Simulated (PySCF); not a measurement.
SMILES C[Si](F)(F)c1ccccc1 (GFN2-xTB optimised geometry):

```
18

C     -2.763    -0.964     1.375
Si    -1.909     0.004     0.000
F     -2.444    -0.509    -1.428
F     -2.445     1.520     0.000
C     -0.032     0.004     0.000
C      0.685    -0.967    -0.699
C      2.068    -0.972    -0.695
C      2.763    -0.007     0.014
C      2.068     0.964     0.716
C      0.685     0.966     0.710
H     -2.498    -0.581     2.357
H     -3.843    -0.895     1.274
H     -2.495    -2.016     1.350
H      0.149    -1.719    -1.259
H      2.605    -1.729    -1.247
H      3.843    -0.010     0.019
H      2.605     1.721     1.269
H      0.149     1.729     1.255
```

Level of theory: PySCF with PBE0/def2-SVP.

Question: What are the frontier orbital energies and the dipole moment?

Answer: HOMO-2 -8.81 eV, HOMO-1 -7.69 eV, HOMO -7.62 eV, LUMO -0.78 eV, LUMO+1 -0.36 eV; dipole moment 2.87 D.

On the same geometry PySCF with PBE/def2-SVP gives HOMO-2 -7.31 eV, HOMO-1 -6.63 eV, HOMO -6.56 eV, LUMO -1.61 eV, LUMO+1 -1.25 eV; dipole moment 2.64 D.

Meta-Löwdin charges at PBE0/def2-SVP: C1 -0.58, Si2 1.34, F3 -0.47, F4 -0.47, C5 -0.26, C6 -0.09, C7 -0.11, C8 -0.09, C9 -0.11, C10 -0.09, H11 0.13, H12 0.13, H13 0.13, H14 0.11, H15 0.11, H16 0.11, H17 0.11, H18 0.11.
